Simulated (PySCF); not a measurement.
BFH$_{3}$Si, BF$_{2}$H$_{2}$Si, BF$_{2}$HSi, BClF (calculated)

Calculation on a computer-drawn molecule: the log of a Hartree-Fock and frozen-core CCSD(T) single point meant for a local Hartree-Fock minimum, with one planted fault or none, to be diagnosed. Offsets are logged minus clean, where the clean run is the same molecule without the fault. The reference is restricted for singlets and unrestricted otherwise, and also for a bond in bohr or an excited solution. Adding or removing an electron swaps singlet and doublet. The excited solution moves the top pair (singlet) or top alpha electron (doublet) to the lowest empty orbital. Highest occupied and lowest empty are orbital energies over both spins, largest force is the largest gradient component, triples share is (T) over the correlation energy, the T1 limit is 0.02 restricted and 0.045 unrestricted, electrons count all cores, a negative frequency is imaginary (commonest isotopes), and the dipole is about the centre of nuclear charge. Program: PySCF 2.14.0.

Common to all runs: meant basis cc-pV(D+d)Z; logged SCF converged yes; logged CC converged yes; logged SCF stable within its kind yes; possible faults no fault, one electron removed, one electron added, multiplicity raised by two, geometry at a saddle point, SCF held on an excited solution, minimal basis STO-3G, one bond length entered in bohr, all coordinates scaled.

(1) 
```xyz
6
formula=BFH3Si meant_charge=0 meant_multiplicity=2 logged_electrons=31 logged_basis_functions=66 logged_spin_squared=1.6037 logged_highest_occupied=-8.6654 logged_lowest_empty=0.64679 logged_largest_force=0.0075581 logged_T1_diagnostic=0.041634 logged_D1_diagnostic=0.16453 logged_triples_share=0.028557 logged_dipole_magnitude=0.87619 logged_energy_HF=-414.70296 logged_energy_CCSD(T)=-415.08635 planted_fault=one_bond_length_entered_in_bohr,row_5_of_the_drawn_bonds HF_energy_offset_from_clean_run=64.82 CCSD(T)_energy_offset_from_clean_run=73.62
F     -1.7175     0.3326    -0.4332
B     -1.0882     0.9434    -1.4356
Si     0.6997     1.8069    -1.1243
H     -1.6616     1.0075    -2.4878
H      1.5247     1.3510     0.0149
H      2.2515     2.3135    -3.3924
```

Units: logged_highest_occupied, logged_lowest_empty in eV; logged_largest_force in hartree/bohr; logged_dipole_magnitude in debye; logged_energy_HF, logged_energy_CCSD(T) in hartree; HF_energy_offset_from_clean_run, CCSD(T)_energy_offset_from_clean_run in kcal/mol.

Drawn bonds:
```
atom  other atom  order
   1           2      1
   2           3      1
   2           4      1
   3           5      1
   3           6      1
```

(2) 
```xyz
6
formula=BF2H2Si meant_charge=0 meant_multiplicity=2 logged_electrons=38 logged_basis_functions=75 logged_spin_squared=0 logged_highest_occupied=-18.644 logged_lowest_empty=-7.6513 logged_largest_force=0.077874 logged_T1_diagnostic=0.021334 logged_D1_diagnostic=0.072425 logged_triples_share=0.02282 logged_dipole_magnitude=5.7237 logged_energy_HF=-513.41145 logged_energy_CCSD(T)=-513.98469 planted_fault=one_electron_removed HF_energy_offset_from_clean_run=194.6 CCSD(T)_energy_offset_from_clean_run=193.5
F     -0.0304     0.9040     1.9594
B      0.1876     0.3692     0.7647
Si    -0.5609    -1.4404     0.2761
F     -1.8053    -1.9280     1.1940
H      0.9269     0.9487     0.0177
H     -0.9616    -1.5967    -1.1376
```

Units: logged_highest_occupied, logged_lowest_empty in eV; logged_largest_force in hartree/bohr; logged_dipole_magnitude in debye; logged_energy_HF, logged_energy_CCSD(T) in hartree; HF_energy_offset_from_clean_run, CCSD(T)_energy_offset_from_clean_run in kcal/mol.

Drawn bonds:
```
atom  other atom  order
   1           2      1
   2           3      1
   3           4      1
   2           5      1
   3           6      1
```

Notes: T1 above single-reference limit.

(3) 
```xyz
6
formula=BF2H2Si meant_charge=0 meant_multiplicity=2 logged_electrons=39 logged_basis_functions=26 logged_spin_squared=0.7594 logged_highest_occupied=-5.842 logged_lowest_empty=5.5423 logged_largest_force=0.027583 logged_T1_diagnostic=0.020599 logged_D1_diagnostic=0.087911 logged_triples_share=0.051131 logged_dipole_magnitude=1.2574 logged_energy_HF=-507.22126 logged_energy_CCSD(T)=-507.36152 planted_fault=minimal_basis_STO-3G HF_energy_offset_from_clean_run=4079 CCSD(T)_energy_offset_from_clean_run=4350
F     -0.0304     0.9040     1.9594
B      0.1876     0.3692     0.7647
Si    -0.5609    -1.4404     0.2761
F     -1.8053    -1.9280     1.1940
H      0.9269     0.9487     0.0177
H     -0.9616    -1.5967    -1.1376
```

Units: logged_highest_occupied, logged_lowest_empty in eV; logged_largest_force in hartree/bohr; logged_dipole_magnitude in debye; logged_energy_HF, logged_energy_CCSD(T) in hartree; HF_energy_offset_from_clean_run, CCSD(T)_energy_offset_from_clean_run in kcal/mol.

Drawn bonds:
```
atom  other atom  order
   1           2      1
   2           3      1
   3           4      1
   2           5      1
   3           6      1
```

(4) 
```xyz
5
formula=BF2HSi meant_charge=0 meant_multiplicity=1 logged_electrons=38 logged_basis_functions=70 logged_spin_squared=1.1762 logged_highest_occupied=-9.2943 logged_lowest_empty=0.53435 logged_largest_force=0.011958 logged_T1_diagnostic=0.077657 logged_D1_diagnostic=0.40609 logged_triples_share=0.027084 logged_dipole_magnitude=1.6751 logged_energy_HF=-512.95252 logged_energy_CCSD(T)=-513.49401 planted_fault=one_bond_length_entered_in_bohr,row_1_of_the_drawn_bonds HF_energy_offset_from_clean_run=103 CCSD(T)_energy_offset_from_clean_run=119.9
F      0.8032    -0.5195    -2.7464
B      0.5817    -1.1573    -0.3137
Si    -0.5177     0.0856     0.9712
F     -1.8506    -0.8698     1.0016
H      1.1555    -2.1628     0.0217
```

Units: logged_highest_occupied, logged_lowest_empty in eV; logged_largest_force in hartree/bohr; logged_dipole_magnitude in debye; logged_energy_HF, logged_energy_CCSD(T) in hartree; HF_energy_offset_from_clean_run, CCSD(T)_energy_offset_from_clean_run in kcal/mol.

Drawn bonds:
```
atom  other atom  order
   1           2      1
   2           3      1
   3           4      1
   2           5      1
```

Notes: T1 above single-reference limit.

(5) 
```xyz
5
formula=BF2HSi meant_charge=0 meant_multiplicity=1 logged_electrons=38 logged_basis_functions=25 logged_spin_squared=0 logged_highest_occupied=-5.5098 logged_lowest_empty=6.0846 logged_largest_force=0.031206 logged_T1_diagnostic=0.023369 logged_D1_diagnostic=0.077486 logged_triples_share=0.06688 logged_dipole_magnitude=0.92514 logged_energy_HF=-506.62769 logged_energy_CCSD(T)=-506.77191 planted_fault=minimal_basis_STO-3G HF_energy_offset_from_clean_run=4072 CCSD(T)_energy_offset_from_clean_run=4338
F      0.8032    -0.5195    -2.7464
B      0.6860    -0.8570    -1.4591
Si    -0.4135     0.3860    -0.1742
F     -1.7463    -0.5695    -0.1438
H      1.2598    -1.8625    -1.1237
```

Units: logged_highest_occupied, logged_lowest_empty in eV; logged_largest_force in hartree/bohr; logged_dipole_magnitude in debye; logged_energy_HF, logged_energy_CCSD(T) in hartree; HF_energy_offset_from_clean_run, CCSD(T)_energy_offset_from_clean_run in kcal/mol.

Drawn bonds:
```
atom  other atom  order
   1           2      1
   2           3      1
   3           4      1
   2           5      1
```

Notes: T1 above single-reference limit.

(6) 
```xyz
3
formula=BClF meant_charge=1 meant_multiplicity=1 logged_electrons=29 logged_basis_functions=51 logged_spin_squared=0.7586 logged_highest_occupied=-31.447 logged_lowest_empty=-19.283 logged_largest_force=0.13417 logged_T1_diagnostic=0.022763 logged_D1_diagnostic=0.086241 logged_triples_share=0.027292 logged_dipole_magnitude=2.7554 logged_energy_HF=-582.63261 logged_energy_CCSD(T)=-583.02338
F     -2.1511     0.9539     1.0170
B     -1.5513     1.1860    -0.0297
Cl    -0.7657     1.4901    -1.4010
```

Units: logged_highest_occupied, logged_lowest_empty in eV; logged_largest_force in hartree/bohr; logged_dipole_magnitude in debye; logged_energy_HF, logged_energy_CCSD(T) in hartree.

Drawn bonds:
```
atom  other atom  order
   1           2      1
   2           3      1
```

To be estimated
1. Which fault was planted in the run of BClF (entry 6)?

## Answers
1. one electron removed

Further results for BClF (entry 6):

- HF energy offset from clean run: 471.4 kcal/mol
- CCSD(T) energy offset from clean run: 487.3 kcal/mol
